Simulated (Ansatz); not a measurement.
Cost and result for the atomization energy of C$_{2}$H$_{4}$AlN (`N#C[CH2][AlH2]`) (8 atoms, 7 bonds).

```
atom    x (Å)    y (Å)    z (Å)
  N1   0.9687   2.0137  -0.8801
  C2   0.4241   1.3489  -0.1084
  C3  -0.2359   0.3868   0.7343
 Al4  -0.1049  -1.1862  -0.4785
  H5  -1.2626   0.6952   0.9382
  H6   0.3079   0.2605   1.6719
  H7   1.1787  -2.0988  -0.3660
  H8  -1.2761  -1.4201  -1.5114
```

The species carries charge 0 and has multiplicity 1. All single points use the PBE0-D4/def2-TZVP geometry. Program: Ansatz. All runs use 2 threads of an Arm Neoverse V2 on a shared host. Times are those of one run each, without the atoms' runs, and a repeat can differ threefold. Electronic energies, without spin–orbit coupling; frozen cores. CCSD(T)/CBS adds CCSD(T) − MP2 in def2-TZVPP to the MP2 limit, and its time is that of the two runs behind it. T1 = 0.013. B3LYP takes the VWN-RPA correlation (the form of Gaussian; ORCA's B3LYP/G). HSE06 is the plane-wave form, built on full-range PBE exchange.

CCSD(T)/CBS is a level of theory with its own doubt, some kJ/mol a heavy atom from the limit and from the frozen cores, so smaller differences don't rank the functionals.

| level | functions | wall time | atomization (kJ/mol) | difference from CCSD(T)/CBS | per bond |
| --- | --- | --- | --- | --- | --- |
| CCSD(T)/def2-SVP | 80 | 1.4 s | 2847.0 | -148.7 | -21.2 |
| BLYP-D4/def2-TZVPP | 191 | 1.5 s | 3021.0 | 25.3 | 3.6 |
| PBE0-D4/def2-TZVPP | 191 | 2 s | 3004.3 | 8.6 | 1.2 |
| HSE06-D4/def2-TZVPP | 191 | 2.1 s | 3006.7 | 11.0 | 1.6 |
| BHLYP-D4/def2-TZVPP | 191 | 2.2 s | 2901.3 | -94.4 | -13.5 |
| B3LYP-D4/def2-TZVPP (with forces) | 191 | 2.9 s | 3008.5 | 12.8 | 1.8 |
| B2PLYP/def2-TZVPP | 191 | 3.5 s | 2982.3 | -13.4 | -1.9 |
| r2SCAN-D4/def2-TZVPP (with forces) | 191 | 3.6 s | 3001.0 | 5.3 | 0.8 |
| PBE-QIDH/def2-TZVPP | 191 | 3.8 s | 2977.2 | -18.5 | -2.6 |
| B97M-V/def2-TZVPP | 191 | 6.5 s | 3029.0 | 33.3 | 4.8 |
| MP2/def2-QZVPP | 361 | 12 s | 3029.9 | 34.2 | 4.9 |
| CCSD(T)/def2-TZVPP | 191 | 30 s | 2914.8 | -80.9 | -11.5 |
| CCSD(T)/CBS(def2) | – | 42 s | 2995.7 | 0.0 | 0.0 |

From r2SCAN to r2SCAN0 (25 % exact exchange), in def2-TZVPP and without D4, the atomization energy moves by −61.9 kJ/mol: exact exchange takes away binding that semilocal exchange gives to molecules. The D4 term adds +21.7 kJ/mol with B3LYP and +11.3 kJ/mol with PBE0; it sums over pairs of atoms, weighted by their polarisabilities, and B3LYP, whose exchange is more repulsive, gets the larger term. In def2-TZVPP, CCSD(T) changes the Hartree–Fock value by +787.8 kJ/mol (the triples alone add +54.9 kJ/mol) and MP2 by +854.8 kJ/mol; breaking electron pairs costs correlation energy, which Hartree–Fock lacks.
